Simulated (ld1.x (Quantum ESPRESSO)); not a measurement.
**Reading a pseudo-wave (V (Z = 23))**

Columns: radius, all-electron u(r) and pseudo u(r) of the 3d shell (level -5.19 eV) of vanadium in the configuration [Ne] 3s2 3p6 3d3 4s2 4p0; Wu–Cohen, scalar-relativistic, TM scheme, ld1.x (Quantum ESPRESSO) 7.5.

| r (bohr) | all-electron | pseudo |
| --- | --- | --- |
| 0.120 | 0.0603 | 0.0058 |
| 0.240 | 0.2405 | 0.0439 |
| 0.360 | 0.4418 | 0.1349 |
| 0.480 | 0.6062 | 0.2800 |
| 0.600 | 0.7194 | 0.4598 |
| 0.720 | 0.7846 | 0.6415 |
| 0.840 | 0.8110 | 0.7912 |
| 0.960 | 0.8095 | 0.8857 |
| 1.080 | 0.7897 | 0.9189 |
| 1.200 | 0.7587 | 0.8997 |
| 1.320 | 0.7213 | 0.8455 |
| 1.440 | 0.6807 | 0.7744 |
| 1.560 | 0.6391 | 0.7007 |
| 1.680 | 0.5979 | 0.6329 |
| 1.800 | 0.5580 | 0.5747 |
| 1.920 | 0.5200 | 0.5263 |
| 2.040 | 0.4842 | 0.4858 |
| 2.160 | 0.4506 | 0.4508 |
| 2.280 | 0.4193 | 0.4193 |
| 2.400 | 0.3902 | 0.3902 |
| 2.520 | 0.3630 | 0.3630 |
| 2.640 | 0.3378 | 0.3378 |
| 2.760 | 0.3142 | 0.3142 |
| 2.880 | 0.2923 | 0.2923 |
| 3.000 | 0.2719 | 0.2719 |
| 3.120 | 0.2529 | 0.2529 |

(1) How many radial nodes do the two functions have?

(2) At about which radius was the pseudo-wave matched?

(3) Is the pseudo-wave norm-conserving?

Answers

(1) The all-electron 3d function has n − l − 1 = 0; the pseudo-wave has 0.

(2) 2.40 bohr. The columns agree to 0.0005 from 2.16 bohr on; several derivatives are matched, so the curves merge somewhat inside the radius.

(3) Yes: the TM scheme keeps the norm inside the radius equal to the all-electron one, which fixes the energy derivative of the logarithmic derivative at the level.
